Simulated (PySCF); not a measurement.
## Optical rotation: SMILES BC[C@@H]1C[C@H]1F, C4H8BF

Molfile (atoms numbered from 1):
```
C4H8BF
     RDKit          3D

 14 14  0  0  0  0  0  0  0  0999 V2000
    2.1385    0.5961   -0.3212 B   0  0  0  0  0  0  0  0  0  0  0  0
    0.9382    0.1688    0.5980 C   0  0  0  0  0  0  0  0  0  0  0  0
   -0.2029   -0.5563   -0.0820 C   0  0  2  0  0  0  0  0  0  0  0  0
   -1.2946    0.2105   -0.7805 C   0  0  0  0  0  0  0  0  0  0  0  0
   -1.5804   -0.5141    0.4955 C   0  0  1  0  0  0  0  0  0  0  0  0
   -2.3485   -1.6435    0.4329 F   0  0  0  0  0  0  0  0  0  0  0  0
    2.1315    0.3761   -1.4678 H   0  0  0  0  0  0  0  0  0  0  0  0
    3.0486    1.1472    0.1624 H   0  0  0  0  0  0  0  0  0  0  0  0
    1.3217   -0.4602    1.4096 H   0  0  0  0  0  0  0  0  0  0  0  0
    0.5455    1.0572    1.1035 H   0  0  0  0  0  0  0  0  0  0  0  0
    0.0796   -1.4948   -0.5427 H   0  0  0  0  0  0  0  0  0  0  0  0
   -1.7075   -0.2014   -1.6880 H   0  0  0  0  0  0  0  0  0  0  0  0
   -1.2737    1.2890   -0.7518 H   0  0  0  0  0  0  0  0  0  0  0  0
   -1.7967    0.0251    1.4099 H   0  0  0  0  0  0  0  0  0  0  0  0
  1  2  1  0
  2  3  1  0
  3  4  1  0
  4  5  1  0
  5  6  1  0
  5  3  1  0
  1  7  1  0
  1  8  1  0
  2  9  1  0
  2 10  1  0
  3 11  1  6
  4 12  1  0
  4 13  1  0
  5 14  1  1
M  END
```

Computed with TDDFT CAM-B3LYP/def2-SVPD circular dichroism and optical rotation, one conformer, gas phase (PySCF). Geometry: GFN2-xTB.

The molecule is flexible and this is one conformer; a measurement averages over conformers.

Stereocentres: C3 R, C5 R.

**Question.** Give the optical rotatory dispersion at 633, 589.3, 546, 436, 405, 365, 355 nm.

**Answer.** [α] in deg dm⁻¹ (g/mL)⁻¹:
| λ (nm) | origin-invariant length gauge | modified velocity gauge | length gauge (centre of mass) | isotropic polarisability (au) |
| --- | --- | --- | --- | --- |
| 633 | -119.6 | -123.5 | -121.0 | 61.0 |
| 589.3 | -140.1 | -144.6 | -141.8 | 61.2 |
| 546 | -166.5 | -171.5 | -168.4 | 61.4 |
| 436 | -283.6 | -290.1 | -287.0 | 62.3 |
| 405 | -341.7 | -348.3 | -345.8 | 62.8 |
| 365 | -451.2 | -456.8 | -456.6 | 63.5 |
| 355 | -487.9 | -492.8 | -493.8 | 63.8 |

**Question.** And for the mirror image at 589.3 nm?

**Answer.** +140.1 deg dm⁻¹ (g/mL)⁻¹ (origin-invariant length gauge): the same size and the opposite sign.

**Question.** What is the molar rotation [Φ] = [α]·M/100 of the geometry above at 589.3 nm?

**Answer.** With M = 85.92 g/mol, -120.4 deg cm² dmol⁻¹ (origin-invariant length gauge).

The first excitation lies at 5.42 eV (229 nm) with R = -1.1 × 10⁻⁴⁰ esu² cm² (velocity form).
